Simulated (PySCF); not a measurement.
Species: C6H11F3O2.
Numbering: `[CH3:1][CH2:2][C@H:3]([O:4][CH3:5])[O:6][CH2:7][C:8]([F:9])([F:10])[F:11]` (hydrogens: H12, H13, H14 on C1; H15, H16 on C2; H17 on C3; H18, H19, H20 on C5; H21, H22 on C7)

The calculation used PBE0-D3(BJ)/def2-SVP geometry optimisation, gas phase in PySCF.

**Question.** List the bond lengths, angles and torsions at this level.

**Answer.** 
```json
{"bond": "C1–C2", "length (Å)": "1.519", "order": "single"}
{"bond": "C2–C3", "length (Å)": "1.518", "order": "single"}
{"bond": "C3–O4", "length (Å)": "1.399", "order": "single"}
{"bond": "O4–C5", "length (Å)": "1.398", "order": "single"}
{"bond": "C3–O6", "length (Å)": "1.400", "order": "single"}
{"bond": "O6–C7", "length (Å)": "1.390", "order": "single"}
{"bond": "C7–C8", "length (Å)": "1.516", "order": "single"}
{"bond": "C8–F9, C8–F10", "length (Å)": "1.333", "order": "single"}
{"bond": "C8–F11", "length (Å)": "1.344", "order": "single"}
{"bond": "C1–H12, C1–H13, C1–H14", "length (Å)": "1.100", "order": "single"}
{"bond": "C2–H15", "length (Å)": "1.103", "order": "single"}
{"bond": "C2–H16", "length (Å)": "1.102", "order": "single"}
{"bond": "C3–H17", "length (Å)": "1.110", "order": "single"}
{"bond": "C5–H18, C5–H19, C5–H20", "length (Å)": "1.104", "order": "single"}
{"bond": "C7–H21", "length (Å)": "1.099", "order": "single"}
{"bond": "C7–H22", "length (Å)": "1.102", "order": "single"}
```

Bonds in one row agree within 0.01 Å and their mean is given. Orders are formal, as drawn. A selection of angles:
```json
{"angle": "C2–C1–H12", "degrees": "111.1"}
{"angle": "H12–C1–H13", "degrees": "108.3"}
{"angle": "C1–C2–C3", "degrees": "113.2"}
{"angle": "C1–C2–H15", "degrees": "110.7"}
{"angle": "C1–C2–H16", "degrees": "111.1"}
{"angle": "C3–C2–H15", "degrees": "107.4"}
{"angle": "C3–C2–H16", "degrees": "107.7"}
{"angle": "H15–C2–H16", "degrees": "106.5"}
{"angle": "C2–C3–O4", "degrees": "112.2"}
{"angle": "C2–C3–O6", "degrees": "107.3"}
{"angle": "C2–C3–H17", "degrees": "109.9"}
{"angle": "O4–C3–O6", "degrees": "108.4"}
{"angle": "O4–C3–H17", "degrees": "108.8"}
{"angle": "O6–C3–H17", "degrees": "110.1"}
{"angle": "C3–O4–C5", "degrees": "115.1"}
{"angle": "O4–C5–H18", "degrees": "107.5"}
{"angle": "O4–C5–H19", "degrees": "111.6"}
{"angle": "H18–C5–H19", "degrees": "108.7"}
{"angle": "H18–C5–H20", "degrees": "108.1"}
{"angle": "C3–O6–C7", "degrees": "117.3"}
{"angle": "O6–C7–C8", "degrees": "113.5"}
{"angle": "O6–C7–H21", "degrees": "107.2"}
{"angle": "O6–C7–H22", "degrees": "112.3"}
{"angle": "C8–C7–H21", "degrees": "106.9"}
{"angle": "C8–C7–H22", "degrees": "107.9"}
{"angle": "H21–C7–H22", "degrees": "108.9"}
{"angle": "C7–C8–F9", "degrees": "112.1"}
{"angle": "C7–C8–F10", "degrees": "109.8"}
{"angle": "F9–C8–F10", "degrees": "108.2"}
```

Dihedral angles: C1–C2–C3–O4 58° (synclinal); C2–C3–O4–C5 94° (anticlinal); C2–C3–O6–C7 171° (antiperiplanar); C3–O6–C7–C8 77° (synclinal); O6–C7–C8–F9 50° (synclinal).

All 3 C–C bonds measure 1.516 to 1.519 Å. O4 (ether oxygen) is bent (angle 115.1°). O6 (ether oxygen) is bent (angle 117.3°). Of the pairs four or more bonds apart, O4···H22 is among the closest relative to their van der Waals radii: 2.32 Å, 85 % of the sum of Bondi's values.

Point group: C1 (no symmetry element, even within 0.4 Å). No frequency check. One conformer, not necessarily the lowest.
